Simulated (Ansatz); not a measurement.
Abridged output of a molecular run in Ansatz:

```
Functional definition: HF
1399 factors; integrals over basis functions are off by at most 8.7e-4 eV
mean field evaluation 1: about -12509.8561 eV, gradient 3.2e1 eV
mean field evaluation 2: about -12510.1929 eV, gradient 3.2e1 eV
mean field evaluation 4: about -12513.3360 eV, gradient 4.7e0 eV
mean field evaluation 8: about -12513.4132 eV, gradient 3.6e-1 eV
mean field -12513.41418987 eV, -459.8594895809 hartree, gradient 5.9e-6 eV, S^2 0.000000; 0 other end points of the search recorded, 0 dependent functions left out
9 core orbitals not correlated: weight in the atoms' cores, before any rotation towards them, 1.000 or more for the frozen orbitals, at most 0.000 for the correlated occupied ones
reference -12513.41418987 eV, -459.8594895809 hartree; 13, 13 occupied and 214, 214 virtual orbitals, 1399 factors
second order -21.20522874 eV of doubles, -0.00000000 eV of singles
cycle   1  -21.34588718 eV  change   -1.4e-1 eV  update   1.1e-1
cycle   2  -22.00402596 eV  change   -6.6e-1 eV  update   3.5e-2
cycle   3  -22.13626264 eV  change   -1.3e-1 eV  update   1.7e-2
cycle   4  -22.12756375 eV  change    8.7e-3 eV  update   5.1e-3
cycle   5  -22.12932482 eV  change   -1.8e-3 eV  update   2.8e-3
cycle   6  -22.13047693 eV  change   -1.2e-3 eV  update   8.2e-4
cycle   7  -22.13009901 eV  change    3.8e-4 eV  update   4.6e-4
cycle   8  -22.13012407 eV  change   -2.5e-5 eV  update   1.7e-4
cycle   9  -22.13015698 eV  change   -3.3e-5 eV  update   8.8e-5
cycle  10  -22.13012409 eV  change    3.3e-5 eV  update   4.5e-5
cycle  11  -22.13012907 eV  change   -5.0e-6 eV  update   2.1e-5
perturbative correction -1.10862514 eV, -0.0407412226 hartree
Total energy: -12536.65294409 eV, -460.7134980466 hartree
```

Its atoms:

```xyz
10

Si    0.696    0.561   -1.390
C    -0.652    0.593   -0.132
C    -0.645   -0.223    0.908
C    -0.238   -1.214    1.787
N    -1.332   -0.636    2.100
H     1.393    1.873   -1.487
H     0.177    0.240   -2.749
H     1.687   -0.479   -1.000
H    -1.487    1.284   -0.215
H     0.400   -1.998    2.178
```

(1) Which basis set was used?
A. def2-SVP
B. cc-pV(Q+d)Z
C. def2-QZVPP
D. def2-TZVPP

(2) Write the keys of the input that set method, charge and spin (a neutral closed shell needs none for the last two).

Answers

(1) D. It gives 236 functions.

(2) 
```yaml
correlation: {method: ccsd_t}
```
